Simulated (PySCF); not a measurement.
3-ethylideneoxetane (C5H8O), SMILES O1CC(=CC)C1. Geometry optimised at PBE0-D3(BJ)/def2-SVP.

Method: PySCF with PBE0-D3(BJ)/def2-SVP.

Harmonic wavenumbers (cm⁻¹): 118, 158, 189, 245, 410, 484, 693, 796, 897, 964, 975, 1042, 1045, 1072, 1089, 1113, 1148, 1155, 1190, 1293, 1324, 1375, 1401, 1450, 1461, 1471, 1501, 1846, 3015, 3028, 3044, 3068, 3072, 3121, 3151, 3170. Rotational constants (GHz): 9.688, 2.302, 1.929; symmetry number 1.

Task: Work out the zero-point energy and the ideal-gas rigid-rotor harmonic-oscillator thermochemistry at 298.15 K and 1 atm.

Result: ZPE = ½ Σ hcν = ½ × 52572 cm⁻¹ = 314.45 kJ/mol. H − E(el) = 333.63 kJ/mol. Entropy in J/(mol K): translation 164.02, rotation 110.52, vibration 53.77, total 328.32. G − E(el) = 235.74 kJ/mol. Cp = 100.61 J/(mol K). Modes under 150 cm⁻¹ make the vibrational entropy uncertain.
